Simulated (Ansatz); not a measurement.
CH4AlClS, SMILES `[CH3][Al]([SH])[Cl]` from Hartree–Fock to CCSD(T)

Cartesian coordinates in Å:
```
C 1.1313 -0.5335 0.6252
Al -0.4678 0.3066 -0.0620
S -1.1931 -0.0655 -2.0802
Cl -1.5872 1.6318 1.1248
H 0.9053 -1.1167 1.5224
H 1.5889 -1.1989 -0.1101
H 1.8698 0.2208 0.9115
H -2.2472 0.7552 -1.9316
```

Charge 0, multiplicity 1. Geometry: relaxed with PBE0-D4/def2-TZVP. It is one conformer, not always the lowest. Frozen core, restricted reference, the Gaussian-basis code of Ansatz. CBS rows extrapolate triple and quadruple zeta; past MP2 they add the triple-zeta difference.

```
     basis      HF (Eh)  MP2 corr.
  def2-SVP  -1138.90748   -0.46639
def2-TZVPP  -1139.33256   -0.61762
def2-QZVPP  -1139.36525   -0.67093
```

(1) Estimate the CCSD correlation energy and the (T) correction in each basis where they were run (hartree).

Answers

(1) 
| basis | CCSD corr. | (T) |
| --- | --- | --- |
| def2-SVP | -0.51566 | -0.01309 |
| def2-TZVPP | -0.66972 | -0.02821 |
| CBS(def2) | -0.76252 | as TZ |
